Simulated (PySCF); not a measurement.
# `N#C[Si@H]([SiH3])[Si@H](O)[SiH3]`, CH9NOSi4

Geometry:
```
atom   x (Å)   y (Å)   z (Å)
  N1  -0.899  -3.058  -1.209
  C2  -0.175  -2.183  -1.048
 Si3   0.981  -0.742  -0.753
 Si4   2.193  -1.204   1.177
 Si5  -0.402   1.127  -0.784
  O6   0.609   2.109   0.064
 Si7  -2.499   1.013   0.197
  H8   1.830  -0.858  -1.960
  H9   3.089  -2.357   1.047
 H10   3.024  -0.052   1.536
 H11   1.302  -1.473   2.311
 H12  -0.508   1.711  -2.141
 H13   0.417   3.026   0.235
 H14  -2.407   0.950   1.661
 H15  -3.352   2.177  -0.084
 H16  -3.210  -0.177  -0.262
```

Theory: TDDFT LC-wPBE/aug-cc-pVDZ circular dichroism and optical rotation, one conformer, gas phase (PySCF 2.14.0). Geometry: GFN2-xTB.

The molecule is flexible and this is one conformer; a measurement averages over conformers.

Q: Draw the ECD and absorption spectra from the lowest 12 states, each a Gaussian of half-width 0.2 eV at 1/e height.

A: 
| E (eV) | λ (nm) | Δε (L mol⁻¹ cm⁻¹) | ε (L mol⁻¹ cm⁻¹) |
| --- | --- | --- | --- |
| 5.42 | 229 | +0.15 | 13.8 |
| 5.57 | 223 | +3.71 | 334 |
| 5.72 | 217 | +29.19 | 2620 |
| 5.87 | 211 | +74.52 | 6700 |
| 6.02 | 206 | +60.59 | 5680 |
| 6.17 | 201 | +1.44 | 3100 |
| 6.32 | 196 | -60.60 | 7440 |
| 6.47 | 192 | -82.82 | 12000 |
| 6.62 | 187 | -36.58 | 7480 |
| 6.77 | 183 | -7.71 | 2160 |
| 6.92 | 179 | -17.96 | 3070 |
| 7.07 | 175 | -45.16 | 8560 |
| 7.22 | 172 | -34.09 | 14800 |
| 7.37 | 168 | +11.21 | 19700 |
| 7.52 | 165 | +19.10 | 15400 |
| 7.67 | 162 | +6.67 | 9740 |
| 7.82 | 159 | +52.15 | 11300 |

Δε uses R in velocity form, ε uses f in length form. Only the states computed contribute, so the short-wavelength end is incomplete.
